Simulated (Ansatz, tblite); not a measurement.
Removing and adding an electron: `CN(C)c1ccc(-c2ccc(-c3ccc(-c4ccc(-c5ccc(-c6ccc(C#N)cc6)cc5)cc4)cc3)cc2)cc1`. Charge 0, multiplicity 1. Geometry: r2SCAN-D4/def2-SVP. Ansatz, gas phase; energy differences of separate SCF runs; the oxidised species was run as a doublet alone; the reduced species was run as a doublet alone.

Cartesian coordinates in Å:
```
C -9.159 4.691 -7.946
N -7.764 4.523 -8.282
C -7.285 4.881 -9.597
C -6.888 4.018 -7.346
C -5.508 3.865 -7.632
C -4.633 3.351 -6.681
C -5.064 2.964 -5.397
C -4.127 2.421 -4.396
C -4.322 2.631 -3.016
C -3.439 2.117 -2.071
C -2.313 1.364 -2.456
C -1.376 0.816 -1.454
C -1.102 1.503 -0.255
C -0.218 0.987 0.689
C 0.434 -0.244 0.482
C 1.370 -0.793 1.483
C 2.186 0.051 2.263
C 3.072 -0.468 3.203
C 3.183 -1.856 3.413
C 4.124 -2.407 4.410
C 5.358 -1.781 4.673
C 6.245 -2.301 5.611
C 5.942 -3.474 6.329
C 6.884 -4.028 7.322
C 6.993 -5.419 7.522
C 7.879 -5.948 8.454
C 8.691 -5.089 9.221
C 9.604 -5.625 10.181
N 10.349 -6.063 10.965
C 8.593 -3.696 9.033
C 7.703 -3.181 8.097
C 4.708 -4.101 6.067
C 3.820 -3.578 5.131
C 2.366 -2.700 2.637
C 1.483 -2.182 1.694
C 0.159 -0.932 -0.716
C -0.722 -0.414 -1.661
C -2.115 1.153 -3.835
C -2.999 1.668 -4.779
C -6.436 3.121 -5.118
C -7.329 3.628 -6.056
H -9.687 5.130 -8.802
H -9.298 5.365 -7.081
H -9.649 3.730 -7.701
H -8.128 5.228 -10.208
H -6.534 5.693 -9.562
H -6.822 4.022 -10.117
H -5.108 4.164 -8.602
H -3.572 3.278 -6.936
H -5.176 3.227 -2.679
H -3.635 2.287 -1.009
H -1.579 2.470 -0.069
H -0.043 1.541 1.616
H 2.137 1.133 2.114
H 3.678 0.218 3.801
H 5.643 -0.893 4.103
H 7.212 -1.811 5.761
H 6.391 -6.099 6.913
H 7.960 -7.029 8.590
H 9.214 -3.027 9.634
H 7.618 -2.097 7.983
H 4.423 -4.990 6.636
H 2.853 -4.067 4.982
H 2.439 -3.785 2.761
H 0.852 -2.866 1.119
H 0.662 -1.883 -0.918
H -0.923 -0.984 -2.572
H -1.241 0.589 -4.173
H -2.822 1.466 -5.839
H -6.826 2.807 -4.146
H -8.382 3.708 -5.785
```

The xTB rows come from tblite. Single mean-field runs in def2-SVP are fitted with def2-universal-jkfit.

```csv
level,−HOMO (eV),vertical IE (eV),−LUMO (eV),vertical EA (eV),HOMO–LUMO gap (eV),IE − EA (eV),remarks
GFN1-xTB,10.23,11.89,8.56,7.11,1.66,4.77,–
GFN2-xTB,9.24,10.93,7.70,6.15,1.54,4.78,–
PBE-D4/def2-SVP,4.46,6.08,2.68,1.32,1.79,4.76,HOMO above zero (-1 doublet)
PBE0-D4/def2-SVP,5.34,6.48,2.02,1.05,3.33,5.43,–
```

Relaxing the reduced species (r2SCAN-D4/def2-SVP) changes its energy by -0.20 eV at PBE-D4/def2-SVP, so the adiabatic electron affinity to this nearest minimum is 1.51 eV. At PBE0-D4/def2-SVP it is 1.21 eV.  Run but left out: HF/def2-SVP (charge +1 doublet: ⟨S²⟩ 4.75, where a pure state has 0.75); HF/def2-SVP (charge -1 doublet: ⟨S²⟩ 3.90, where a pure state has 0.75).   A HOMO above zero means that the electron is unbound at that level or that self-interaction error raises the level; the energy of removing that electron tells which. Raw xTB energy differences between charge states are shifted by several eV; the methods need an empirical correction for them. Sets without diffuse functions give affinities that are too small.
